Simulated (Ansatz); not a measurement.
Input file for Ansatz (a program for electronic structure): R-CCSD(T)/cc-pVDZ on N2 (SMILES N#N).

Ansatz 0.2 input:
```yaml
crystal:
  periodic: [false, false, false]
  atoms:
    - {symbol: N, position_ang: [0.00000000, -0.00000000, -0.54544534]}
    - {symbol: N, position_ang: [-0.00000000, 0.00000000, 0.54544534]}
basis:
  gaussian:
    orbitals: cc-pVDZ
magnetization: {spin_polarized: false}
correlation: {method: ccsd_t, electrons: outside_noble_gas}
scf: {lower_state_search: off}
```

Program output:

```
WARN ansatz: RAYON_NUM_THREADS=1 ignored (pool sized by the plan → 1); use --threads N
Functional definition: HF
these checks for a lower state are left out or cut short: stability, starts, cluster_reference, orbital_swaps, neighbouring_geometries, increment
integrals: 0.00 GiB planned
274 factors; integrals over basis functions are off by at most 7.5e-4 eV
mean field: 0.04 GiB planned
mean field evaluation 1: about -2964.5489 eV, gradient 9.8e0 eV
mean field evaluation 2: about -2964.5537 eV, gradient 9.8e0 eV
mean field evaluation 4: about -2964.8138 eV, gradient 3.4e-1 eV
mean field evaluation 8: about -2964.8142 eV, gradient 4.9e-5 eV
mean field -2964.81421827 eV, -108.9549128982 hartree, gradient 1.2e-6 eV, S^2 0.000000; 0 other end points of the search recorded, 0 dependent functions left out
2 core orbitals not correlated
reference -2964.81421827 eV, -108.9549128982 hartree; 5, 5 occupied and 21, 21 virtual orbitals, 274 factors
second order -8.27927312 eV of doubles, -0.00000000 eV of singles
coupled cluster: 0.05 GiB planned
cycle   1  -8.01628575 eV  change    2.6e-1 eV  update   7.3e-2
cycle   2  -8.30722178 eV  change   -2.9e-1 eV  update   2.2e-2
cycle   3  -8.36552718 eV  change   -5.8e-2 eV  update   9.2e-3
cycle   4  -8.37307527 eV  change   -7.5e-3 eV  update   2.4e-3
cycle   5  -8.37388072 eV  change   -8.1e-4 eV  update   4.3e-4
cycle   6  -8.37393306 eV  change   -5.2e-5 eV  update   8.2e-5
cycle   7  -8.37396868 eV  change   -3.6e-5 eV  update   1.5e-5
cycle   8  -8.37395535 eV  change    1.3e-5 eV  update   2.8e-6
cycle   9  -8.37395574 eV  change   -3.9e-7 eV  update   5.7e-7
perturbative correction -0.31700771 eV, -0.0116498185 hartree
Total energy: -2973.50518172 eV, -109.2742999140 hartree
Checks for a lower state left out: stability, starts, cluster_reference, orbital_swaps, neighbouring_geometries, increment
```

The calculation finished and met its thresholds.

Cost: about 0.6 core-seconds (a rough figure).
